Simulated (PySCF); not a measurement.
r2SCANh on Ge (germanium, neutral), [Ar] 3d10 4s1 4p2 4d1, one real determinant (an excited configuration). Calculation: PySCF 2.14, in aug-cc-pVDZ-DK; scalar relativity by spin-free X2C-1e.

```
cycle= 1 E= -2098.11040468199  delta_E= -0.00473  |g|= 0.0391  |ddm|=  0.5
cycle= 2 E= -2098.11065592844  delta_E= -0.000251  |g|= 0.018  |ddm|= 0.301
cycle= 3 E= -2098.11051801836  delta_E= 0.000138  |g|= 0.00146  |ddm|= 0.167
cycle= 4 E= -2098.11049931111  delta_E= 1.87e-05  |g|= 0.000329  |ddm|= 0.0403
cycle= 5 E= -2098.11049882798  delta_E= 4.83e-07  |g|= 3.13e-05  |ddm|= 0.0059
cycle= 6 E= -2098.11049882696  delta_E= 1.02e-09  |g|= 1.2e-06  |ddm|= 0.000519
cycle= 7 E= -2098.11049882696  delta_E= 2.27e-12  |g|= 8.24e-08  |ddm|= 1.85e-05
converged SCF energy = -2098.11049882696  <S^2> = 6.0015783  2S+1 = 5.0006313
```

Highest occupied orbital energy: 0.681 eV; ⟨L²⟩ = 7.96; populations by l: s 7.01, p 14.00, d 10.99.

Can this result be used?

Not for this state. The run converged. ⟨L²⟩ = 7.96 against 12 for a pure F term, so this real determinant mixes terms. The outer electron is Rydberg-like, and this basis confines it to a smaller radius and binds it less than a complete one would. At r2SCANh the highest occupied level has a positive energy, so only the finite basis holds that electron; for this excited configuration the basis is too tight for the outer shell.
